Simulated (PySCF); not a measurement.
C3H9FSi, SMILES CC[Si@H](C)F. Atoms are numbered in the order given.

```xyz
14

C      1.7732    -1.5440     0.0010
C      1.0882    -0.3875    -0.7422
Si    -0.2126     0.5068     0.2721
C     -1.6308    -0.6126     0.7544
F     -0.8145     1.7255    -0.6439
H      2.5441    -2.0272    -0.6202
H      1.0520    -2.3255     0.2913
H      2.2679    -1.1970     0.9234
H      1.8361     0.3567    -1.0687
H      0.6053    -0.7539    -1.6660
H      0.3999     1.1357     1.4783
H     -1.2809    -1.4232     1.4146
H     -2.4142    -0.0544     1.2912
H     -2.0873    -1.0723    -0.1373
```
Charge 0, spin multiplicity 1.

Geometry: B3LYP-D3(BJ)/def2-SVP. The structure was generated by enumeration; whether it is a known compound was not checked. Other conformers were not sampled.

These are B3LYP-D3(BJ)/def2-SVP in PySCF 2.14.0 values and carry that method's errors.

Frequencies are harmonic and unscaled.

```tsv
mode	ν (cm⁻¹)	IR (km/mol)	moving atoms (share of kinetic energy)
1	62	0.6	H 44 %, C 43 %, F 8 %
2	146	0.8	H 61 %, C 26 %
3	150	0.6	H 64 %, C 22 %, F 11 %
4	190	1.6	H 73 %, Si 11 %, C 11 %
5	233	6.4	F 38 %, H 28 %, C 24 %, Si 10 %
6	278	4.2	H 50 %, C 23 %, Si 20 %
7	320	5.0	C 39 %, F 25 %, H 19 %, Si 17 %
8	610	7.9	H 92 %
9	631	6.1	C 56 %, H 29 %, Si 11 %
10	708	19.0	H 46 %, C 33 %, Si 18 %
11	764	21.8	H 63 %, C 23 %, Si 13 %
12	776	78.2	H 64 %, C 18 %, Si 16 %
13	831	15.9	H 54 %, F 34 %, Si 10 %
14	891	176.8	H 65 %, Si 18 %, C 11 %
15	918	147.0	H 52 %, Si 27 %, F 15 %
16	980	15.6	H 69 %, C 27 %
17	984	37.6	H 82 %, C 14 %
18	1038	31.9	C 64 %, H 34 %
19	1246	1.9	H 79 %, C 21 %
20	1265	8.4	H 60 %, C 39 %
21	1275	34.6	H 77 %, C 22 %
22	1399	0.7	H 82 %, C 18 %
23	1429	2.6	H 94 %
24	1431	1.5	H 95 %
25	1437	7.3	H 94 %
26	1476	4.4	H 96 %
27	1482	6.3	H 97 %
28	2219	150.8	H 97 %
29	3023	26.9	H 97 %
30	3026	12.1	H 95 %
31	3030	1.9	H 97 %
32	3070	3.0	H 91 %, C 9 %
33	3101	25.9	H 91 %, C 9 %
34	3102	29.3	H 91 %, C 9 %
35	3119	5.7	H 91 %, C 9 %
36	3126	4.4	H 91 %, C 9 %
```
